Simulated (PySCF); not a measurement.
Compound: C2H7BS.
Cartesian coordinates in Å at the PBE0-D3(BJ)/def2-SVP level; atoms count from 1:
```xyz
11
C2H7BS angstrom
B      2.3163   -0.4838   -0.3637
S      0.7244   -1.0846    0.0728
C     -0.3530    0.3972    0.1268
C     -1.7614    0.0149    0.5327
H      3.1874   -1.3115   -0.4556
H      2.5064    0.6919   -0.5577
H      0.0896    1.1105    0.8368
H     -0.3365    0.8613   -0.8700
H     -1.7803   -0.4480    1.5309
H     -2.4060    0.9067    0.5616
H     -2.2043   -0.6993   -0.1781
```

Theory: PySCF, PBE0-D3(BJ)/def2-SVP geometry optimisation, gas phase.

Take the most abundant isotopes and a rigid rotor. The values belong to one conformer with, in the numbering `[BH2:1][S:2][CH2:3][CH3:4]`, H–B1–S2–C3 180° and 0°, B1–S2–C3–C4 -178°.

Give the principal moments of inertia and the rotational constants in MHz.

Ia = 27.38, Ib = 155.76, Ic = 176.76 u·Å²; 505379 MHz·u·Å²/I gives A = 18458, B = 3245, C = 2859 MHz.

Classify the top.

A near-prolate asymmetric top. Ray's parameter κ = (2B − A − C)/(A − C) = -0.951; −1 is the prolate and +1 the oblate limit.

Is it planar, by Δ = Ic − Ia − Ib?

Not planar: Δ = Ic − Ia − Ib = -6.38 u·Å². For a rigid frame Δ = −2 Σ m c², so Σ m c² = 3.19 u·Å² lies off the ab plane: 3.19 from hydrogen and 0.01 from heavier atoms. The atom farthest from that plane is 0.91 Å away.

List the rotational levels J(Ka,Kc) to J = 3 (MHz).

Above 0(0,0):
J = 1: 1(0,1) 6104, 1(1,1) 21317, 1(1,0) 21702
J = 2: 2(0,2) 18304, 2(1,2) 33139, 2(1,1) 34295, 2(2,1) 79934, 2(2,0) 79941
J = 3: 3(0,3) 36586, 3(1,3) 50867, 3(1,2) 53179, 3(2,2) 98245, 3(2,1) 98281, 3(3,1) 175278, 3(3,0) 175278
The levels of one J sum to (2J + 1)J(J + 1)(A + B + C)/3.

Which types of transition are allowed, and where do some lines up to J = 4 fall?

The dipole components are |μa| = 1.70 D, |μb| = 0.86 D, |μc| = 0.01 D. The squared components, which scale the intensities, stand as 1.00 : 0.25 : 0.00 (a : b : c). Some of the stronger lines:

```json
{"type": "b", "branch": "R", "J(Ka,Kc)": "3(0,3) ← 2(1,2)", "MHz": "3447", "lower level (cm⁻¹)": "1.105"}
{"type": "a", "branch": "R", "J(Ka,Kc)": "2(1,2) ← 1(1,1)", "MHz": "11822", "lower level (cm⁻¹)": "0.711"}
{"type": "a", "branch": "R", "J(Ka,Kc)": "2(1,1) ← 1(1,0)", "MHz": "12593", "lower level (cm⁻¹)": "0.724"}
{"type": "b", "branch": "Q", "J(Ka,Kc)": "3(1,2) ← 3(0,3)", "MHz": "16593", "lower level (cm⁻¹)": "1.220"}
{"type": "b", "branch": "Q", "J(Ka,Kc)": "4(1,3) ← 4(0,4)", "MHz": "17422", "lower level (cm⁻¹)": "2.032"}
{"type": "a", "branch": "R", "J(Ka,Kc)": "3(0,3) ← 2(0,2)", "MHz": "18282", "lower level (cm⁻¹)": "0.611"}
{"type": "a", "branch": "R", "J(Ka,Kc)": "3(2,2) ← 2(2,1)", "MHz": "18311", "lower level (cm⁻¹)": "2.666"}
{"type": "a", "branch": "R", "J(Ka,Kc)": "4(1,4) ← 3(1,3)", "MHz": "23630", "lower level (cm⁻¹)": "1.697"}
{"type": "a", "branch": "R", "J(Ka,Kc)": "4(3,1) ← 3(3,0)", "MHz": "24429", "lower level (cm⁻¹)": "5.847"}
{"type": "b", "branch": "R", "J(Ka,Kc)": "3(2,1) ← 2(1,2)", "MHz": "65142", "lower level (cm⁻¹)": "1.105"}
{"type": "b", "branch": "Q", "J(Ka,Kc)": "4(3,2) ← 4(2,3)", "MHz": "77053", "lower level (cm⁻¹)": "4.091"}
```

Stationary, but not proved a minimum. Constants of a rigid frame at the computed geometry: no zero-point averaging, no centrifugal distortion. A rigid rotor knows nothing of internal rotation, which can split or shift real lines. Quadrupole hyperfine structure (11B) is left out.
